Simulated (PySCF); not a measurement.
Mo(O)2(Cl)(OSiH3) (ClH₃MoO₃Si), SMILES [O]=[Mo](=[O])([Cl])[O][SiH3], multiplicity 1.

The structure is a stationary point at PBE0-D3(BJ)/def2-SVP. The multiplicity is an assumed one; other spin states were not compared. The def2 effective core potentials stand for the cores of Mo; spin–orbit coupling is left out. One conformer was computed; it need not be the lowest.

Calculation: TDDFT-CAM-B3LYP/def2-SVPD run with PySCF.

Vertical excitations. Isolated molecule, no solvent. State labels are in the subgroup Cs.

Task: Give excitation energies, oscillator strengths and character. (An estimate is asked for; the answer gives what the named calculation found.)

Result: 
```csv
state,symmetry,energy (eV),λ (nm),f,main pairs
S1,A',4.87,255,0.001,"HOMO→LUMO+1 58 %, HOMO−4→LUMO+1 20 %, HOMO−2→LUMO+1 18 %"
S2,A",4.87,255,0.004,"HOMO→LUMO 68 %, HOMO−4→LUMO 15 %, HOMO−2→LUMO 11 %"
S3,A",5.20,238,0.000,"HOMO−2→LUMO 61 %, HOMO→LUMO 21 %, HOMO−4→LUMO 10 %"
S4,A',5.45,227,0.026,"HOMO−1→LUMO 42 %, HOMO−3→LUMO 31 %, HOMO−5→LUMO 13 %"
S5,A",5.61,221,0.000,"HOMO−4→LUMO 64 %, HOMO−7→LUMO 13 %, HOMO−2→LUMO 10 %"
S6,A',5.63,220,0.019,"HOMO−5→LUMO 29 %, HOMO−3→LUMO 25 %, HOMO−2→LUMO+1 13 %, HOMO−1→LUMO 10 %"
S7,A",5.64,220,0.000,"HOMO→LUMO+2 49 %, HOMO−2→LUMO+2 17 %, HOMO−4→LUMO+2 12 %"
S8,A",5.80,214,0.000,"HOMO−3→LUMO+1 60 %, HOMO−6→LUMO+1 15 %"
S9,A",6.01,206,0.003,HOMO−1→LUMO+1 73 %
S10,A',6.02,206,0.011,"HOMO−5→LUMO 33 %, HOMO−4→LUMO+1 22 %, HOMO−1→LUMO 17 %, HOMO−6→LUMO 9 %"
T1,A",4.33,286,0,"HOMO→LUMO 60 %, HOMO−2→LUMO 16 %, HOMO−4→LUMO 14 %"
T2,A',4.50,275,0,"HOMO→LUMO+1 60 %, HOMO−4→LUMO+1 20 %, HOMO−2→LUMO+1 13 %"
T3,A',4.95,251,0,"HOMO−3→LUMO 30 %, HOMO−2→LUMO+1 23 %, HOMO−6→LUMO 9 %, HOMO−7→LUMO+1 7 %"
T4,A",4.99,248,0,"HOMO−2→LUMO 49 %, HOMO→LUMO 14 %, HOMO−3→LUMO+1 7 %"
```
Triplets are in the Tamm–Dancoff approximation, which puts them higher than full response would, so one can lie above its singlet here.
